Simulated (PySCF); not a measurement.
From one molecule to another.

First species: C4H14O2Si3.
SMILES: `CC(C)[Si@@H]([SiH3])OC(=O)[SiH3]`

Second species: C₆H₉ClO₂.
SMILES: `ClC(C1(CCC1)OC)=O`

Levels: PBE0/pcSseg-1 for dipole moment, HOMO energy, LUMO energy and HOMO–LUMO gap; GFN2-xTB for rotational constant A and rotational constant C. Geometries: GFN2-xTB. All species are isolated and taken at one optimised geometry, non-relativistic unless stated; the electronic structure was computed with PySCF and density fitting.

Dipoles, sizes and rotational constants follow the conformer. The torsions of the flexible species, by atom-mapped SMILES:
- `[CH3:1][CH:2]([CH3:3])[Si@@H:4]([SiH3:5])[O:6][C:7](=[O:8])[SiH3:9]`: C1–C2–Si4–Si5 65°, C2–Si4–O6–C7 -137°, Si4–O6–C7–O8 1°
- `[CH3:1][O:2][C:3]1([C:4](=[O:5])[Cl:6])[CH2:7][CH2:8][CH2:9]1`: C1–O2–C3–C4 -67°, O2–C3–C4–O5 144°

Values for the first species:

```
Dipole moment         : 2.33 D
HOMO energy           : -7.69 eV
LUMO energy           : -0.81 eV
HOMO–LUMO gap         : 6.88 eV
Rotational constant A : 1.278 GHz
Rotational constant C : 0.446 GHz
```

Question: Estimate the same properties for the second species, and the change in each.

Answer: 
```json
{"property": "dipole moment", "first": "2.33 D", "second": "2.57 D", "second less first": "+0.24 D"}
{"property": "HOMO energy", "first": "-7.69 eV", "second": "-7.74 eV", "second less first": "-0.05 eV"}
{"property": "LUMO energy", "first": "-0.81 eV", "second": "-1.18 eV", "second less first": "-0.37 eV"}
{"property": "HOMO–LUMO gap", "first": "6.88 eV", "second": "6.56 eV", "second less first": "-0.32 eV"}
{"property": "rotational constant A", "first": "1.278 GHz", "second": "1.862 GHz", "second less first": "+0.584 GHz"}
{"property": "rotational constant C", "first": "0.446 GHz", "second": "0.996 GHz", "second less first": "+0.550 GHz"}
```

On the first: In atomic units the dipole is 0.92 e·bohr (1 au = 2.5417 D).

On the second: A dipole of 2.57 D is allowed in C1, and pure rotational transitions are dipole-allowed. In atomic units the dipole is 1.01 e·bohr (1 au = 2.5417 D).
